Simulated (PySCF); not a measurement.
**[Nd(H2O)2]3+ relaxed at several levels**

Computed with PySCF 2.14.0, def2-SVP on the ligands, density fitting, scalar-relativistic core potentials, no spin-orbit coupling, vacuum. Each row is relaxed at its own level from the same template. Distances are means of the shortest metal–ligand contacts, charges and spins Mulliken's; removal energies are rigid, with the ligand's formal charge and no counterpoise, so too large; for an anion taken off a cation in vacuum most of it is the attraction of opposite charges, and multiply charged cations can part far more cheaply with an electron moved from ligand to metal. lcecp potentials hold a fixed number of 4f electrons in the core, out of states, spins and gaps.

```csv
level,basis on the metal,point group,M–H2O (Å),charge on M (e),removal of one H2O (eV),"strongest infrared band, degenerate modes summed (cm⁻¹)",unstable modes (below −25 cm⁻¹)
PBE0,lcecp-1-SVP with ECP49,C1,2.284,2.25,4.15,3503,0
```

What does the calculation give for BP86, lcecp-1-SVP with ECP49?

point group: C1, M–H2O (Å): 2.292, charge on M (e): 2.16, removal of one H2O (eV): 4.22, strongest infrared band, degenerate modes summed (cm⁻¹): 3344, unstable modes (below −25 cm⁻¹): 0.
```xyz
7

Nd    0.1538    1.0522   -0.0064
O     0.0672   -0.1737    1.9282
H     0.1128    0.1678    2.8736
H    -0.0290   -1.1650    2.0602
O    -0.0876   -0.1741   -1.9275
H     0.0571   -1.1552   -2.0890
H    -0.3549    0.1594   -2.8390
```

Moved off a saddle point of the template and relaxed again: BP86, PBE0. One start shape was tried for each, so a minimum needn't be the lowest isomer.
